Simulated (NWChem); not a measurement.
Program: NWChem. System: fluoroethane (C$_{2}$H$_{5}$F), charge 0, spin multiplicity 1, at a geometry optimised with B3LYP/def2-SVP. Level: PBE0/pcseg-2.

Part of the output:

```
             Northwest Computational Chemistry Package (NWChem) 7.3.0
             --------------------------------------------------------

                                NWChem Input Module
                                -------------------

 Scaling coordinates for geometry "geometry" by  1.889725989
 (inverse scale =  0.529177249)

 Turning off AUTOSYM since
 SYMMETRY directive was detected!

                             Geometry "geometry" -> ""
                             -------------------------

 Output coordinates in angstroms (scale by  1.889725989 to convert to a.u.)

  No.       Tag          Charge          X              Y              Z
 ---- ---------------- ---------- -------------- -------------- --------------
    1 C                    6.0000    -1.18325400     0.26809200     0.00000000
    2 C                    6.0000     0.31955000     0.45192700     0.00000000
    3 F                    9.0000     0.95347800    -0.77849400     0.00000000
    4 H                    1.0000    -1.69043200     1.24643300     0.00000000
    5 H                    1.0000    -1.50727200    -0.29009500    -0.89221500
    6 H                    1.0000    -1.50727200    -0.29009500     0.89221500
    7 H                    1.0000     0.65294800     1.01004500     0.89367300
    8 H                    1.0000     0.65294800     1.01004500    -0.89367300

 Effective nuclear repulsion energy (a.u.)      79.0440089278

            Nuclear Dipole moment (a.u.)
            ----------------------------
        X                 Y               Z
 ---------------- ---------------- ----------------
    -0.0000037795     0.0000018897     0.0000000000

      Symmetry information
      --------------------

 Group name             Cs
 Group number              2
 Group order               2
 No. of unique centers     6

      Symmetry unique atoms

     1    2    3    4    5    7


 Summary of "ao basis" -> "" (spherical)
 ------------------------------------------------------------------------------
       Tag                 Description            Shells   Functions and Types
 ---------------- ------------------------------  ------  ---------------------
 *                          pcseg-2                   on all atoms

                                 NWChem DFT Module
                                 -----------------

 Summary of "ao basis" -> "ao basis" (spherical)
 ------------------------------------------------------------------------------
[...]
 Vector   12  Occ=2.000000D+00  E=-3.545413D-01  Symmetry=a'
              MO Center=  2.2D-01, -7.5D-02,  1.0D-14, r^2= 2.0D+00
   Bfn.  Coefficient  Atom+Function         Bfn.  Coefficient  Atom+Function
  ----- ------------  ---------------      ----- ------------  ---------------
    65      0.333728  3 F  px                68      0.280286  3 F  px
     5      0.235133  1 C  px                35     -0.213922  2 C  px
     8      0.189414  1 C  px                71      0.177655  3 F  px
    38     -0.163913  2 C  px                66      0.159584  3 F  py
    69      0.135396  3 F  py               134     -0.098789  7 H  s

 Vector   13  Occ=2.000000D+00  E=-3.440978D-01  Symmetry=a"
              MO Center=  3.0D-01,  1.4D-01, -9.1D-15, r^2= 2.3D+00
   Bfn.  Coefficient  Atom+Function         Bfn.  Coefficient  Atom+Function
  ----- ------------  ---------------      ----- ------------  ---------------
    67      0.315773  3 F  pz                70      0.265323  3 F  pz
    37     -0.234972  2 C  pz               134     -0.213620  7 H  s
   148      0.213620  8 H  s                 73      0.172830  3 F  pz
   133     -0.168192  7 H  s                147      0.168192  8 H  s
    40     -0.150861  2 C  pz                 7      0.136126  1 C  pz

 Vector   14  Occ=0.000000D+00  E= 2.620965D-02  Symmetry=a'
              MO Center= -6.9D-01,  9.5D-01, -2.8D-14, r^2= 7.5D+00
   Bfn.  Coefficient  Atom+Function         Bfn.  Coefficient  Atom+Function
  ----- ------------  ---------------      ----- ------------  ---------------
     4      1.827965  1 C  s                 34      1.548494  2 C  s
    93     -1.039538  4 H  s                135     -0.934820  7 H  s
   149     -0.934820  8 H  s                107     -0.694795  5 H  s
   121     -0.694795  6 H  s                 42      0.385031  2 C  py
    11     -0.382266  1 C  px                41      0.229172  2 C  px

 Vector   15  Occ=0.000000D+00  E= 5.649164D-02  Symmetry=a'
              MO Center= -4.8D-01,  4.5D-01, -9.4D-16, r^2= 9.3D+00
   Bfn.  Coefficient  Atom+Function         Bfn.  Coefficient  Atom+Function
  ----- ------------  ---------------      ----- ------------  ---------------
     4      2.992934  1 C  s                 34     -2.940784  2 C  s
   135      1.239721  7 H  s                149      1.239721  8 H  s
   107     -1.097761  5 H  s                121     -1.097761  6 H  s
    93     -0.393865  4 H  s                 11      0.385586  1 C  px
    41      0.380722  2 C  px                42     -0.361269  2 C  py

 Vector   16  Occ=0.000000D+00  E= 6.781507D-02  Symmetry=a"
              MO Center= -1.6D-01,  6.4D-01, -2.4D-15, r^2= 8.7D+00
   Bfn.  Coefficient  Atom+Function         Bfn.  Coefficient  Atom+Function
  ----- ------------  ---------------      ----- ------------  ---------------
   135      1.936974  7 H  s                149     -1.936974  8 H  s
   107     -1.382098  5 H  s                121      1.382098  6 H  s
    43     -1.097883  2 C  pz                13     -0.513723  1 C  pz
   106      0.221220  5 H  s                120     -0.221220  6 H  s
    37     -0.173328  2 C  pz               134     -0.154333  7 H  s

 center of mass
 --------------
 x =   0.17011678 y =  -0.13542523 z =   0.00000000

 moments of inertia (a.u.)
 ------------------
          77.087659896866          56.346663370877           0.000000000000
          56.346663370877         165.846965351459           0.000000000000
           0.000000000000           0.000000000000         219.977287579763

     Multipole analysis of the density
     ---------------------------------

     L   x y z        total         alpha         beta         nuclear
     -   - - -        -----         -----         ----         -------
     0   0 0 0     -0.000000    -13.000000    -13.000000     26.000000

     1   1 0 0     -0.415666     -0.207831     -0.207831     -0.000004
     1   0 1 0      0.626808      0.313403      0.313403      0.000002
     1   0 0 1      0.000000      0.000000      0.000000      0.000000

     2   2 0 0    -14.678331    -52.779667    -52.779667     90.881003
     2   1 1 0      0.975260     14.112723     14.112723    -27.250186
     2   1 0 1     -0.000000     -0.000000     -0.000000      0.000000
     2   0 2 0    -14.386526    -26.608124    -26.608124     38.829723
     2   0 1 1     -0.000000     -0.000000     -0.000000      0.000000
     2   0 0 2    -13.580617    -12.485081    -12.485081     11.389546

 Task  times  cpu:       10.5s     wall:       10.5s

 Total times  cpu:       10.5s     wall:       10.5s
```

### Question
Write an NWChem input that would produce this output.

### Answer
This is not unique; one that fits is 
```
start mol
memory heap 200 mb stack 900 mb global 1100 mb
geometry units angstroms nocenter noautoz
  C     -1.183254     0.268092     0.000000
  C      0.319550     0.451927     0.000000
  F      0.953478    -0.778494     0.000000
  H     -1.690432     1.246433     0.000000
  H     -1.507272    -0.290095    -0.892215
  H     -1.507272    -0.290095     0.892215
  H      0.652948     1.010045     0.893673
  H      0.652948     1.010045    -0.893673
  symmetry group Cs
end
basis spherical
  * library pcseg-2
end
dft
  xc pbe0
  semidirect memsize 60000000 filesize 0
  iterations 100
end
task dft energy
```
